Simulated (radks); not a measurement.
The numbers below are computed, except where a source is named.
Q: Au3+, 76 electrons, occupied as [Xe] 4f14 5d7 6d1 (not the ground configuration). Level of theory: Dirac Kohn-Sham, BLYP, spin-unpolarised, spherical densities, point nucleus; open shells are shared between the two j in proportion to 2j + 1 (a radial shooting solver on a logarithmic mesh with Libxc functionals). Some entries of the table are withheld. Estimate them.

orbital,occ.,eigenvalue (hartree),r(max) (bohr),<1/r> (bohr^-1)
1s1/2,2,-2966.012,0.01041,95.84
2s1/2,2,-524.2591,0.06037,23.55
2p1/2,2,-502.7454,0.04445,23.49
2p3/2,4,-435.2573,0.05183,19.14
3s1/2,2,-124.9762,0.1699,(1)
3p1/2,2,-115.3185,0.1586,8.550
3p3/2,4,-100.4258,0.1736,7.416
3d3/2,4,-84.41746,0.1352,7.314
3d5/2,6,-81.21705,0.1393,7.056
4s1/2,2,-28.40364,0.3831,3.656
4p1/2,2,-24.28752,0.3813,3.545
4p3/2,4,-20.71432,0.4122,3.151
4d3/2,4,-13.98736,0.4051,2.948
4d5/2,6,-13.32208,0.4146,2.857
5s1/2,2,-5.59315,0.8471,1.488
4f5/2,6,-4.69341,0.3731,2.483
4f7/2,8,-4.55309,0.3776,2.447
5p1/2,2,(2),0.8940,1.365
5p3/2,4,(3),0.9719,1.225
5d3/2,2.8,-1.77335,1.153,0.9492
5d5/2,4.2,-1.70084,1.185,0.9189
6d3/2,0.4,-0.59206,3.435,0.3397
6d5/2,0.6,-0.58187,3.508,0.3342

A: 
(1) 3s1/2 <1/r> (bohr^-1): 8.640
(2) 5p1/2 eigenvalue (hartree): -4.24579
(3) 5p3/2 eigenvalue (hartree): -3.61924
